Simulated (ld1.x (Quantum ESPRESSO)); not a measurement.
# Before and after: TM potential for Pr (Z = 59)

```json
{
 "Element": "Pr (Z = 59)",
 "Generator": "ld1.x (Quantum ESPRESSO) 7.5",
 "Type": "norm-conserving Troullier–Martins (Kleinman–Bylander form)",
 "Functional": "PBEsol",
 "Relativity": "scalar-relativistic",
 "Frozen core": "[Kr] 4d10",
 "Valence charge": "13",
 "Reference configuration": "4f3 5s2 5p6 5d0.5 6s1.5 6p0",
 "Partial waves": "5p (bound): rc 1.75 bohr; 5d (bound): rc 3.85 bohr; 4f (bound): rc 0.85 bohr; 5s (bound): rc 1.35 bohr",
 "Local potential": "the s channel",
 "Core correction": "none"
}
```

Occupied shells without a wave of their own: 6s. They enter only through the test configuration that unscreens the potential.

Change: all radii scaled by about 1.05 (s 1.42, p 1.84, d 4.06, f 0.90 bohr).

Cutoffs: the cutoffs (Ry, on a coarse ladder) from which the occupation-weighted sum of valence levels, in a spherical-Bessel basis at the reference potential, stays within 10 and 1 mRy of its value at 400 Ry; they do not see the model core or the augmentation charge, which bear on the density cutoff. Errors are all-electron minus pseudo energies relative to the spin-unpolarised reference configuration.

Question: Predict the effect on cutoff, ghosts and configuration errors.

Answer: The number of tests that count goes from 6 to 7; of the 6 tests that both files solve, the error grows in 0 and shrinks in 2 by more than 15 % and 0.3 meV (median size 49.4 → 41.9 meV); neither file shows a bound ghost at the reference potential, the only one tested.

| quantity | base | changed |
| --- | --- | --- |
| cutoff, loose | over 300 Ry | over 300 Ry |
| cutoff, tight | over 300 Ry | over 300 Ry |
| loose cutoff by channel (10 mRy a level) | p 25 Ry, d 8 Ry, f over 300 Ry, s 45 Ry | p 25 Ry, d 8 Ry, f 300 Ry, s 45 Ry |
| bound ghosts | none | none |
| tests counted (converged, no solver errors) | 6 of 7 | 7 of 7 |
| error for 4f3 5s2 5p6 5d0 6s2 6p0, meV [ΔE -0.76 eV] | +20 | +18 |
| error for 4f3 5s2 5p6 5d0 6s1 6p0, meV [ΔE 4.98 eV] | -28 | -23 |
| error for 4f3 5s2 5p6 5d0 6s0 6p0, meV [ΔE 15.51 eV] | -112 | -96 |
| error for 4f3 5s2 5p5 5d0 6s2 6p0, meV [ΔE 25.37 eV] | +20 | +22 |
| error for 4f2 5s2 5p6 5d0 6s0 6p0, meV [ΔE 37.13 eV] | -223 | -178 |
| error for 4f3 5s2 5p6 5d1 6s0 6p0, meV [ΔE 5.88 eV] | -71 | -61 |

Base: Tests not counted: 4f3 5s2 5p6 5d0 6s0 6p1 (an occupied level unbound or not found, printed error -2.0 eV). These tests converged, but a pseudo level misses the all-electron one widely, so the file describes the atom poorly there or has found another state: 4f2 5s2 5p6 5d0 6s0 6p0: empty 6p by 11.3 eV. ld1.x printed “convergence not achieved” for 6 of the counted tests; their residual had stalled under 1e-8, short of the target of 1e-14. The 6s level has no wave, so the channel is fitted at the deeper level alone: the likely source of the large errors. Changed file: These tests converged, but a pseudo level misses the all-electron one widely, so the file describes the atom poorly there or has found another state: 4f3 5s2 5p6 5d0 6s1 6p0: empty 6p by 3.6 eV; 4f3 5s2 5p6 5d0 6s0 6p1: 6p by 5.5 eV (a node warning on the way); 4f3 5s2 5p6 5d1 6s0 6p0: empty 6p by 2.8 eV. ld1.x printed “convergence not achieved” for 7 of the counted tests; their residual had stalled under 1e-8, short of the target of 1e-14. The 6s level has no wave, so the channel is fitted at the deeper level alone: the likely source of the large errors.
